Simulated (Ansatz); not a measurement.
Input for Ansatz (a quantum-chemistry and plane-wave program): U-r2SCAN/def2-TZVPP on CH4Cd (SMILES [CH3][CdH]), a point of a bond scan (R = 1.682 Å). Elements past Kr take the def2 small-core potentials; no spin–orbit coupling.

Ansatz 0.2 input:
```yaml
crystal:
  periodic: [false, false, false]
  atoms:
    - {symbol: Cd, position_ang: [-0.28068773, -0.15103297, -0.04141861]}
    - {symbol: H, position_ang: [-1.74994566, -0.94161398, -0.25822404]}
    - {symbol: C, position_ang: [1.58135131, 0.85089642, 0.23334606]}
    - {symbol: H, position_ang: [2.03123692, 0.55928180, 1.18282066]}
    - {symbol: H, position_ang: [1.43288682, 1.93112443, 0.23532541]}
    - {symbol: H, position_ang: [2.27072534, 0.59541191, -0.57190501]}
basis:
  gaussian:
    orbitals: def2-TZVPP
hamiltonian:
  xc: {name: r2SCAN}
magnetization: {spin_polarized: true, initial_magnetization: 0}
```

The log:

```
WARN ansatz: RAYON_NUM_THREADS=1 ignored (pool sized by the plan → 1); use --threads N
Functional definition: r2SCAN
integrals: 0.04 GiB planned
798 factors; their error is unknown
mean field: 0.54 GiB planned
mean field evaluation 1: about -5658.6205 eV, gradient 4.5e1 eV
mean field evaluation 2: about -5640.1714 eV, gradient 6.7e1 eV
mean field evaluation 4: about -5667.9946 eV, gradient 4.4e0 eV
mean field evaluation 8: about -5668.0577 eV, gradient 1.2e-1 eV
mean field evaluation 16: about -5668.0482 eV, gradient 1.5e-4 eV
mean field -5668.04821299 eV, -208.2969298862 hartree, gradient 7.9e-6 eV, S^2 0.000000; 0 other end points of the search recorded, 0 dependent functions left out
reference -5668.04822904 eV, -208.2969304760 hartree; 15, 15 occupied and 128, 128 virtual orbitals, 798 factors
Total energy: -5668.04822904 eV, -208.2969304760 hartree
```

The run converged.

Cost: around 8 core-seconds (rough).
